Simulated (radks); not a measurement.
Species: Dy. Configuration: [Xe] 4f7.5 5d2.5 6s2 (fractional occupations, a model configuration). All-electron calculation, scalar-relativistic Kohn-Sham, PBE, spin-unpolarised, spherical densities, point nucleus. Program: a radial shooting solver on a logarithmic mesh with Libxc functionals.

X-ray form factor f0, the Fourier transform of the density (f0(0) = 66):

sin(theta)/lambda (1/angstrom)  f0 (electrons)
0.05                                    64.634
0.1                                     61.440
0.15                                    57.774
0.2                                     54.194
0.25                                    50.773
0.3                                     47.529
0.4                                     41.713
0.5                                     36.873
0.6                                     32.842
0.8                                     26.455
1                                       21.823
1.25                                    18.045
1.5                                     15.647
2                                       12.114
